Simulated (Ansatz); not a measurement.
C$_{2}$H$_{5}$F$_{2}$InO (`CC[O][In]([F])[F]`) at its PBE0-D4/def2-TZVP geometry, where that method's forces vanish. Total charge 0; spin multiplicity 1. In takes the def2 core potential.

```xyz
11

C    -0.3965    0.0076   -1.2877
C    -0.2461   -1.1029   -0.2737
O    -0.4246   -0.6700    1.0630
In    0.5299    0.8970    1.7409
F     1.9462    1.8014    0.7745
F     0.1674    1.6516    3.4752
H    -0.3062   -0.3776   -2.3066
H     0.3881    0.7644   -1.1608
H    -1.3736    0.4877   -1.1911
H    -1.0137   -1.8672   -0.4399
H     0.7291   -1.5920   -0.3940
```

Task: What forces (eV/Å) does PBE-D4/def2-TZVPP give on these atoms in Ansatz 0.2.0? (Estimate.)

Result: The calculation gave: 
```
C1  -0.021  0.002 -0.059
C2   0.127  0.014 -0.249
O3  -0.423 -0.392  0.326
In4 -0.030 -0.025 -0.023
F5   0.462  0.297 -0.310
F6  -0.114  0.233  0.545
H7   0.015 -0.067 -0.219
H8   0.148  0.136  0.031
H9  -0.185  0.097  0.012
H10 -0.181 -0.172 -0.012
H11  0.202 -0.122 -0.042
```
